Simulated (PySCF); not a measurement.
C₅H₇F, SMILES C[C@@H]1C=C[C@@H]1F.

Coordinates come from a B3LYP-D3(BJ)/def2-SVP optimisation. The structure was generated by enumeration; whether it is a known compound was not checked.

These are TDDFT-PBE/def2-SVPD run with PySCF values and carry that method's errors.

Vertical excitations. Isolated molecule, no solvent.

| state | energy (eV) | λ (nm) | f | main pairs |
|---|---|---|---|---|
| S1 | 6.02 | 206 | 0.011 | HOMO−2→LUMO 62 %, HOMO→LUMO 28 %, HOMO−1→LUMO 10 % |
| S2 | 6.15 | 202 | 0.001 | HOMO−1→LUMO 89 % |
| S3 | 6.78 | 183 | 0.091 | HOMO→LUMO 47 %, HOMO−2→LUMO 22 %, HOMO→LUMO+1 20 % |
| S4 | 6.93 | 179 | 0.088 | HOMO→LUMO+1 79 % |
| S5 | 7.29 | 170 | 0.001 | HOMO−3→LUMO 98 % |
| S6 | 7.40 | 167 | 0.011 | HOMO→LUMO+2 96 % |
| S7 | 7.52 | 165 | 0.017 | HOMO→LUMO+3 86 % |
| S8 | 7.55 | 164 | 0.022 | HOMO−1→LUMO+1 90 % |
| S9 | 7.68 | 162 | 0.003 | HOMO−2→LUMO+1 66 %, HOMO→LUMO+4 33 % |
| S10 | 7.71 | 161 | 0.042 | HOMO→LUMO+4 63 %, HOMO−2→LUMO+1 30 % |
| T1 | 4.32 | 287 | 0 | HOMO→LUMO 96 % |
| T2 | 5.78 | 215 | 0 | HOMO−1→LUMO 97 % |
| T3 | 5.98 | 207 | 0 | HOMO−2→LUMO 95 % |
| T4 | 6.75 | 184 | 0 | HOMO→LUMO+1 99 % |
Triplets are in the Tamm–Dancoff approximation, which puts them higher than full response would, so one can lie above its singlet here.
